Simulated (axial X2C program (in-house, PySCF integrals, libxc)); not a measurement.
**Nuclear properties of AgSe⁺**

Computed with an axial X2C code built on PySCF integrals: two-component X2C with atomic mean-field Coulomb and Gaunt terms, Gaussian nuclei, basis Ag dyall-cv3z, Se dyall-cv3z with contracted cores.

R = 2.504 Å (near the PBE0 minimum at charge 1 of the determinant lowest at the starting distance; the state shown can have its own minimum elsewhere).

Input and command:
```json
{"zs": [47, 34], "q": 1, "bas": ["dyall-cv3z", "dyall-cv3z"], "r0": 2.46, "levels": ["PBE0", "HF", "BHandHLYP", "LDA", "PBE50"], "nst": 3}
```
```bash
python soeom.py task.json out
```

Keys: zs atomic numbers; q charge; bas basis sets; r0 starting distance in Å; levels methods; nst determinants followed.

Determinant lowest in the PBE0 search, Ω = 1 (⟨Sz⟩ = 0.99, ⟨Lz⟩ = 0.01 at PBE0), spin on the atoms Ag -0.01, Se 1.00:

```json
{"level": "PBE0", "Eeff magnitude (GV/cm)": "0.825", "Ws magnitude Ag (kHz)": "0.455", "A∥/gI Ag (MHz)": "-349", "qzz Ag (a.u.)": "-0.78", "A∥/gI Se (MHz)": "-606", "qzz Se (a.u.)": "-5.30"}
{"level": "HF", "Eeff magnitude (GV/cm)": "1.16", "Ws magnitude Ag (kHz)": "0.585", "A∥/gI Ag (MHz)": "-299", "qzz Ag (a.u.)": "-1.72", "A∥/gI Se (MHz)": "-443", "qzz Se (a.u.)": "-6.28"}
{"level": "BHandHLYP", "Eeff magnitude (GV/cm)": "0.787", "Ws magnitude Ag (kHz)": "0.491", "A∥/gI Ag (MHz)": "-298", "qzz Ag (a.u.)": "-1.10", "A∥/gI Se (MHz)": "-464", "qzz Se (a.u.)": "-5.64"}
{"level": "LDA", "Eeff magnitude (GV/cm)": "0.497", "Ws magnitude Ag (kHz)": "0.368", "A∥/gI Ag (MHz)": "-389", "qzz Ag (a.u.)": "-0.05", "A∥/gI Se (MHz)": "-578", "qzz Se (a.u.)": "-4.35"}
{"level": "PBE50", "Eeff magnitude (GV/cm)": "0.927", "Ws magnitude Ag (kHz)": "0.497", "A∥/gI Ag (MHz)": "-307", "qzz Ag (a.u.)": "-1.20", "A∥/gI Se (MHz)": "-549", "qzz Se (a.u.)": "-5.75"}
```

Determinant 0.84 eV from it at PBE0 and this distance, Ω = 0 (closed shell), highest spinor 75% Se p, 10% Ag d, 10% Ag s:

```tsv
level	qzz Ag (a.u.)	qzz Se (a.u.)
PBE0	-0.70	-5.18
HF	-1.68	-6.60
BHandHLYP	-1.07	-5.84
LDA	0.08	-3.97
PBE50	-1.15	-5.82
```

Eeff is the effective electric field on the electron electric dipole moment in this Ω state and Ws the scalar–pseudoscalar constant of the nucleus named (defined with the proton number Z and per Ω); A∥ (defined per Ω) follows by multiplying with gI = μI/(I μN); qzz is the electric field gradient, eQq0 = 234.96 MHz × Q/barn × qzz. The operators were transformed with the bare-nucleus X2C matrices; with these basis sets, hyperfine constants and field gradients can be off by tens of per cent, and where levels differ in sign neither size nor sign is settled.

Problem. With gI(107Ag) = -0.2271, gI(77Se) = 1.0701 (g factors from the IAEA table of nuclear moments by Stone), turn the PBE0 values of the first state into constants in MHz.

Solution. A∥(107Ag) = -349 × -0.2271 = 79.3 MHz; A∥(77Se) = -606 × 1.0701 = -648 MHz.

Each state is one determinant with collinear spin, which with several unpaired electrons need not be a pure state. Unrestricted Hartree–Fock can overshoot spin polarisation at the nuclei. A closed determinant beside an open π² or δ² triplet, such as (π1/2)², mixes with its partner pair into the 0⁺ component of the triplet and ¹Σ⁺, so its energy is not that of a level, and 0⁺ can lie lowest. With several open shells hyperfine constants can be off by a factor of several. Where Eeff spreads by more than a factor of two the levels disagree and none is to be relied on. Open-shell Ω = 0 determinants with evenly filled partner blocks cannot be reached by this program, so the Ω shown need not be the lowest component. The search compared states at one distance, so a state with another bond length can lie lower. Further determinants of the search, some of them spin-mixed, are not shown. Where a field gradient or hyperfine factor spreads by more than a factor of two over the levels, a constant derived from it is not to be relied on. PBE0 term energies can be off by some tenths of an eV.
